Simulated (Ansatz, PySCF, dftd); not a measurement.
Species: CH3Li, charge 0, singlet. CH3Li (SMILES [Li][CH3]).
B3LYP-D3(BJ)/def2-TZVP minimum from Ansatz (a program for electronic structure):
```
C
H 1 1.0977
H 1 1.0977 2 106.12
H 1 1.0977 2 106.12 3 112.60
Li 1 1.9692 2 112.65 3 -123.70
```

Property: enthalpy of formation at 298 K (by atomisation, with ideal-gas terms from PySCF's Hessian at B3LYP-D3(BJ)/def2-TZVP and the atoms' measured values of the G2/97 table; no spin-orbit terms), in kcal/mol. Open shells are spin-unrestricted; no spin-orbit coupling. Cores are frozen in correlated methods. No relativity. CBS(X,Y): correlation extrapolated as X^-3, Hartree-Fock from the larger set. A bracket is a step between two methods taken in the basis named. Where a partner has so few electrons that a lower coupled-cluster level is exact, that level stands in.

```json
[
 {"level": "B3LYP/def2-TZVPD", "program": "Ansatz", "enthalpy of formation at 298 K (kcal/mol)": "26.7", "difference against the last row": "1.1"},
 {"level": "r2SCANh-D4/def2-TZVPD", "program": "Ansatz + dftd4", "enthalpy of formation at 298 K (kcal/mol)": "29.2", "difference against the last row": "3.6"},
 {"level": "r2SCANh/def2-TZVPD", "program": "Ansatz", "enthalpy of formation at 298 K (kcal/mol)": "29.4", "difference against the last row": "3.8"},
 {"level": "CAM-B3LYP-D4/def2-TZVPD", "program": "Ansatz + dftd4", "enthalpy of formation at 298 K (kcal/mol)": "24.4", "difference against the last row": "-1.2"},
 {"level": "CAM-B3LYP/def2-TZVPD", "program": "Ansatz", "enthalpy of formation at 298 K (kcal/mol)": "25.1", "difference against the last row": "-0.5"},
 {"level": "wB97X-V/def2-TZVPD", "program": "Ansatz", "enthalpy of formation at 298 K (kcal/mol)": "27.8", "difference against the last row": "2.2"},
 {"level": "MP2/def2-QZVPP", "program": "Ansatz", "enthalpy of formation at 298 K (kcal/mol)": "29.9", "difference against the last row": "4.3"},
 {"level": "CCSD/def2-QZVPP", "program": "Ansatz", "enthalpy of formation at 298 K (kcal/mol)": "33.1", "difference against the last row": "7.5"},
 {"level": "CCSD/CBS(def2-TZVPP,def2-QZVPP)", "program": "Ansatz", "enthalpy of formation at 298 K (kcal/mol)": "30.2", "difference against the last row": "4.6"},
 {"level": "CCSD(T)/def2-SVP", "program": "Ansatz", "enthalpy of formation at 298 K (kcal/mol)": "46.3", "difference against the last row": "20.7"},
 {"level": "CCSD(T)/def2-TZVPP", "program": "Ansatz", "enthalpy of formation at 298 K (kcal/mol)": "34.1", "difference against the last row": "8.5"},
 {"level": "CCSDT(Q)/def2-QZVPP", "program": "Ansatz", "enthalpy of formation at 298 K (kcal/mol)": "28.9", "difference against the last row": "3.3"},
 {"level": "CCSD(T)/CBS(def2-TZVPP,def2-QZVPP) + [CCSDT(Q) - CCSD(T)]/def2-TZVPP", "program": "Ansatz", "enthalpy of formation at 298 K (kcal/mol)": "25.6", "difference against the last row": "0.0"},
 {"level": "CCSD(T)/CBS(def2-TZVPP,def2-QZVPP) + [CCSDT(Q) - CCSD(T)]/def2-QZVPP + [CCSDTQ - CCSDT(Q)]/def2-SVP", "program": "Ansatz", "enthalpy of formation at 298 K (kcal/mol)": "25.6", "difference against the last row": "0.0"}
]
```
